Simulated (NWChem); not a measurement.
Species: C2H6N anion

```xyz
9

C      1.1523     0.0000     0.1552
N      0.0000     0.0000    -0.6490
C     -1.1523     0.0000     0.1552
H      1.2465    -0.8922     0.8670
H      1.2465     0.8922     0.8670
H      2.0817     0.0000    -0.4504
H     -1.2465    -0.8922     0.8670
H     -2.0817     0.0000    -0.4504
H     -1.2465     0.8922     0.8670
```
Atoms are numbered in this order, from 1.

Program: NWChem. Sets without diffuse functions describe the anion's extra electron poorly. All runs use the structure optimised with B3LYP/def2-SVPD. The highest occupied level is positive, so the extra electron may be held by the finite basis. Atomic charges in e: unrestrained fits to the electrostatic potential beside Mulliken populations; buried atoms are poorly determined by the fit.

Task: What does the run give for B3LYP/def2-SVP? Quantities: ESP C1; Mulliken C1; ESP N2; Mulliken N2; ESP C3; Mulliken C3; relative RMS misfit of the potential (%).

Result: 
```json
{
  "ESP C1": "0.95",
  "Mulliken C1": "0.20",
  "ESP N2": "-1.19",
  "Mulliken N2": "-0.52",
  "ESP C3": "0.94",
  "Mulliken C3": "0.20",
  "relative RMS misfit of the potential (%)": "5"
}
```
